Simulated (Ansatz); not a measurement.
Z-matrix (Å, degrees):
```
Si
H 1 1.4888
C 1 1.8843 2 108.80
H 3 1.0930 1 111.29 2 59.30
H 3 1.0936 4 107.88 1 -121.97
H 3 1.0939 4 107.93 5 -116.37
C 1 1.8843 2 108.80 3 -120.62
H 7 1.0930 1 111.29 2 -59.32
H 7 1.0936 8 107.88 1 121.97
H 7 1.0939 8 107.93 9 116.37
Si 1 2.3474 2 107.97 7 -119.70
H 11 1.4856 1 111.37 2 60.32
H 11 1.4856 12 108.00 1 122.58
H 11 1.4868 12 107.69 13 116.03
```
Charge 0, multiplicity 1.

These are frozen-core CCSD(T)/cc-pVTZ // TPSSh-D3(BJ)/def2-TZVP in Ansatz (a quantum-chemistry and plane-wave program) values and carry that method's errors.

```json
{
  "HF energy": "-659.49172 Ha",
  "MP2 correlation energy": "-0.61791 Ha"
}
```

Estimate the CCSD correlation energy, the (T) correction, the total energy and the T1 diagnostic.


```json
{
  "CCSD correlation energy": "-0.68585 Ha",
  "(T) correction": "-0.02495 Ha",
  "CCSD(T) total energy": "-660.20252 Ha",
  "T1 diagnostic": "0.011"
}
```
